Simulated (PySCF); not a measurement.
Al(Cl)(F)(SeH) (AlClFHSe), SMILES [F][Al]([Cl])[SeH]. Geometry: B3LYP-D3(BJ)/def2-SVP. Other conformers were not sampled.

Level of theory: B3LYP-D3(BJ)/def2-SVP run with PySCF.

Harmonic wavenumbers (cm⁻¹): 111, 182, 213, 238, 345, 574, 610, 889, 2404. Rotational constants (GHz): 4.085, 1.278, 0.9733; symmetry number 1.

Q: Work out the zero-point energy and the ideal-gas rigid-rotor harmonic-oscillator thermochemistry at 298.15 K and 1 atm.

A: ZPE = ½ Σ hcν = ½ × 5565 cm⁻¹ = 7.96 kcal/mol. H − E(el) = 12.27 kcal/mol. Entropy in cal/(mol K): translation 41.15, rotation 28.54, vibration 11.66, total 81.34. G − E(el) = -11.98 kcal/mol. Cp = 19.56 cal/(mol K). Modes under 150 cm⁻¹ make the vibrational entropy uncertain.
